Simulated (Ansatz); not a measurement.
A nudged elastic band was laid between two geometries of AlClFH6NOSi (12 atoms, charge 0, multiplicity 1).

Level of theory: RKS PBE/6-31G* (Ansatz).

| Item | Value |
| --- | --- |
| movable images | 5 |
| climbing image | yes |
| spring | 5.0 eV/Å² |
| optimiser | quadratic models (default) |
| start path | through a guess of the saddle point |
| force threshold | 0.05 eV/Å |
| iteration limit | 60 |
| end points | relaxed |

Image 0:

```xyz
12
Properties=species:S:1:pos:R:3
Al -0.174 -0.622 0.436
O -0.815 -0.696 2.042
Si -1.618 0.148 3.216
H -3.089 -0.167 3.197
H -1.087 -0.241 4.567
H -1.464 1.637 3.065
Cl 1.374 0.815 0.060
F -1.224 -0.896 -0.845
N 0.878 -2.358 0.458
H 0.537 -3.022 -0.249
H 1.878 -2.189 0.283
H 0.779 -2.792 1.385
```

Image 6:

```xyz
12
Properties=species:S:1:pos:R:3
Al -0.089 -0.576 0.473
O -0.801 -0.695 2.046
Si -1.638 0.142 3.204
H -2.976 -0.498 3.448
H -0.883 0.124 4.505
H -1.875 1.578 2.825
Cl 1.581 0.751 0.245
F -1.108 -0.676 -0.858
N 0.821 -2.390 0.428
H 0.430 -3.000 -0.301
H 1.831 -2.298 0.262
H 0.680 -2.845 1.340
```

Problem. What changes between the two ends?

Solution. No bond is made or broken.

Problem. What energy profile does the band end with?

Solution. It converged. The highest image is number 3 of 0 to 6, 1.4 kJ/mol above the ends, which have the same energy within 2 meV. A vibrational analysis at the climbing image gives no mode beyond 40i cm⁻¹: the surface is too flat there to confirm a saddle point.

```json
{"image": "0", "path coordinate (Å)": "0.00", "energy (kJ/mol)": "0.0"}
{"image": "1", "path coordinate (Å)": "1.18", "energy (kJ/mol)": "-0.2"}
{"image": "2", "path coordinate (Å)": "2.35", "energy (kJ/mol)": "-0.2"}
{"image": "3", "path coordinate (Å)": "3.53", "energy (kJ/mol)": "1.4"}
{"image": "4", "path coordinate (Å)": "4.99", "energy (kJ/mol)": "-0.3"}
{"image": "5", "path coordinate (Å)": "6.45", "energy (kJ/mol)": "-0.1"}
{"image": "6", "path coordinate (Å)": "7.92", "energy (kJ/mol)": "0.0"}
```

Problem. What is the geometry of the highest image?

Solution. 
```xyz
12
Properties=species:S:1:pos:R:3:forces:R:3
Al -0.253 -0.739 0.358 0.00 0.02 0.00
O -0.570 -0.298 2.000 -0.02 -0.04 0.00
Si -1.685 0.197 3.115 0.03 0.01 0.01
H -2.796 1.010 2.509 0.00 0.00 0.00
H -2.307 -0.985 3.812 -0.01 0.00 0.00
H -1.012 1.034 4.166 0.00 0.00 0.00
Cl 0.930 0.624 -0.801 0.00 0.01 0.00
F -1.451 -1.556 -0.489 0.01 -0.01 0.00
N 1.098 -2.221 0.685 0.01 -0.01 0.00
H 0.712 -3.147 0.456 0.00 0.00 0.00
H 1.949 -2.081 0.125 0.00 0.00 0.00
H 1.359 -2.221 1.679 -0.01 0.00 0.00
```

Run time: 5.4 min on 4 threads of Arm Neoverse V2, on a shared host, peak memory 0.17 GiB.
